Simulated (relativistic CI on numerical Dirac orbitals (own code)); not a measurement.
## Level scheme of Rb34+

Computed by Dirac-Coulomb-Breit CI, KLI orbitals optimised for each configuration, model QED (radiative potential, 1s self-energy scaled to tabulated hydrogen-like ionisation energies), unscaled Slater integrals (own radial code, finite nucleus).

Configurations in the expansion (outside the closed core 1s2): 2s, 2p, 3s, 3p, 3d, 4s, 4p, 4d, 4f, 5s, 5p, 5d, 5f, 5g, 6s, 6p, 6d. Levels of other configurations are missing.

The lowest level is 2s ²S1/2, with 100 % of that term; Hund's rules for 2s give ²S with J = 1/2, in agreement.

```tsv
No.	Configuration	Term	J	E (eV)	%	Next component (%)
1	2s	²S	1/2	0.00	100	
2	2p	²P°	1/2	73.80	100	
3	2p	²P°	3/2	146.83	100	
4	3s	²S	1/2	2444.74	100	
5	3p	²P°	1/2	2465.22	100	
6	3p	²P°	3/2	2486.86	100	
7	3d	²D	3/2	2494.23	100	
8	3d	²D	5/2	2501.03	100	
9	4s	²S	1/2	3288.76	100	
10	4p	²P°	1/2	3297.19	100	
11	4p	²P°	3/2	3306.30	100	
12	4d	²D	3/2	3309.37	100	
13	4d	²D	5/2	3312.23	100	
14	4f	²F°	5/2	3312.40	100	
15	4f	²F°	7/2	3313.83	100	
16	5s	²S	1/2	3676.26	100	
17	5p	²P°	1/2	3680.52	100	
18	5p	²P°	3/2	3685.17	100	
19	5d	²D	3/2	3686.73	100	
20	5d	²D	5/2	3688.20	100	
21	5f	²F°	5/2	3688.29	100	
22	5f	²F°	7/2	3689.02	100	
23	5g	²G	7/2	3689.02	100	
24	5g	²G	9/2	3689.46	100	
25	6s	²S	1/2	3885.61	100	
26	6p	²P°	1/2	3888.05	100	
27	6p	²P°	3/2	3890.74	100	
28	6d	²D	3/2	3891.64	100	
29	6d	²D	5/2	3892.49	100
```

Energies count from the lowest computed level; ° marks odd parity.

The mean weight of the leading LS term, summed over parents, in these 29 levels is 100 %, and that of the leading jj configuration (from the same eigenvectors) 100 %.

At this charge energies of transitions that change n are usually good to better than 1 %, and those within a shell (Δn = 0) to a few per cent.
